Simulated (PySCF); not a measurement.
**From computed data to an observable: oscillator strength and radiative lifetime**

Bi(F)(Me)2 (C2H6BiF), SMILES [CH3][Bi]([F])[CH3].

Geometry optimised at B3LYP-D3(BJ)/def2-SVP. The structure was generated by enumeration; whether it is a known compound was not checked. The def2 effective core potentials stand for the cores of Bi; spin–orbit coupling is left out.

TDA-PBE/def2-SVPD (PySCF) puts the first singlet state with f over 0.02 at 5.71 eV (vertical), with the transition dipole (0.000, 0.000, 0.847) in atomic units.

Question: Find the oscillator strength, the wavelength and the radiative lifetime that this transition would have in vacuum if emission retraced absorption.

Answer: 
|μ|² = 0.7174 au, so |μ| = 2.15 D. ΔE = 5.71/27.211 = 0.2098 hartree. f = (2/3) ΔE |μ|² = 0.100 (the program prints 0.100).
λ = 1239.84/5.71 = 217 nm; ν = 46054 cm⁻¹.
Einstein's coefficient A = 0.6670 ν² f s⁻¹ (ν in cm⁻¹) = 1.4e8 s⁻¹, so τ = 1/A = 7.0 ns. This state is S3; the lower singlets have f = 0.018, 0.000. The figure is the radiative limit of this one transition; relaxation, internal conversion, crossing to triplets and a medium change what is measured.
